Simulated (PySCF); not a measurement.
WO2F2, SMILES [O]=[W](=[O])([F])[F], multiplicity 1.

Geometry: B3LYP-D3(BJ)/def2-SVP. The spin state was assumed, not searched. The isomer is the one that the SMILES or the coordinates give; other isomers of the formula were not compared. The def2 effective core potentials stand for the cores of W; spin–orbit coupling is left out.

Two levels are set side by side: PBE/def2-TZVP (PySCF) and HF/def2-TZVP (PySCF). Same geometry, gas phase. Differences are taken from unrounded values.

```tsv
quantity	PBE
orbital gap (eV)	4.68
highest occupied level (eV)	-8.17
lowest empty level (eV)	-3.49
dipole moment (D)	1.66
mean polarisability (bohr³)	40.2
```

Question: These are the PBE values. What does HF give? (Estimate from the structure and the level; the computed values follow.)

Answer: 
```json
[
 {"quantity": "orbital gap (eV)", "HF": "14.65", "PBE minus HF": "-9.97"},
 {"quantity": "highest occupied level (eV)", "HF": "-13.91", "PBE minus HF": "5.75"},
 {"quantity": "lowest empty level (eV)", "HF": "0.73", "PBE minus HF": "-4.22"},
 {"quantity": "dipole moment (D)", "HF": "2.15", "PBE minus HF": "-0.49"},
 {"quantity": "mean polarisability (bohr³)", "HF": "34.4", "PBE minus HF": "5.8"}
]
```

PBE's occupied levels lie high since its potential decays too fast outside the molecule; exact exchange lowers them and widens the gap. Loosely held outer electrons make PBE densities more polarisable. Differences between two approximate levels are no errors against the true value.

Rough cost on one machine, each run with all the roots and properties that it gave: HF against PBE about 1/3.
